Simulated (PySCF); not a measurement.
# NdOF at several levels of theory

Computed with PySCF 2.14.0 (density fitting, no spin-orbit coupling) at the geometry relaxed with PBE0:

```xyz
3
NdOF (singlet in the valence; each metal's 4f electrons, 3 of them, lie in its core potential, out of spins and levels)
Nd    0.0435    0.0000   -0.3725
O     1.5445    0.0000    0.7208
F    -1.6778    0.0000    0.8033
```

```tsv
level	basis	state	HOMO (eV)	gap (eV)	charge on Nd1 (e)	population of f-type functions on Nd1 (polarisation alone where 4f lies in the core)	dipole about the centre of mass (D)	largest force component (eV/Å)
PBE0	Nd lcecp-1-SVP with ECP49, O def2-SVP, F def2-SVP	singlet	-6.70	4.70	0.87	0.11	7.39	0.01
r2SCAN	the same	singlet	-5.49	3.40	0.85	0.11	7.18	0.56
PBE0	Nd lcecp-1-TZVP with ECP49, O def2-TZVP, F def2-TZVP	singlet	-6.68	4.69	1.30	0.12	7.67	0.32
```

In the lcecp rows the 4f levels are missing from HOMO and gap, and the state counts the valence alone.

Charges are Mulliken's, which hang on the basis. The relaxation used the grid (50, 194), these runs (75, 302) or, all-electron (x2c bases, spin-free X2C Hamiltonian), (99, 590).

Question: What does B3LYP with Nd lcecp-1-SVP with ECP49, O def2-SVP, F def2-SVP give here?

Answer: state singlet, HOMO (eV) -6.45, gap (eV) 4.12, charge on Nd1 (e) 0.83, population of f-type functions on Nd1 (polarisation alone where 4f lies in the core) 0.11, dipole about the centre of mass (D) 7.29, largest force component (eV/Å) 0.49. Time: 1.7 s on 2 threads of Arm Neoverse V1, on a shared host, from an already converged density.

In the first row's basis the gap widens with exact exchange: 3.4 eV for r2SCAN (none); 4.1 to 4.7 eV for B3LYP, PBE0 (a fixed share).

An lcecp potential fixes the number of 4f electrons, so in runs with it no electron can move into or out of that shell.
